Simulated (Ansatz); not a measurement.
Q: Predict a relaxed structure of TiBr₄, charge 0, singlet, at PBE0-D4/def2-SVP (Ansatz).

A: 
```xyz
5

Ti    0.0000    0.0000    0.0000
Br   -0.7557    1.9244    1.0225
Br    0.0274   -1.7244    1.5315
Br    2.1328    0.3451   -0.8074
Br   -1.4044   -0.5451   -1.7466
```
Point group Td (tolerance 0.1 Å). The metal has 4 neighbours: Br 2.31 Å, Br 2.31 Å, Br 2.31 Å, Br 2.31 Å. This is one stationary point.
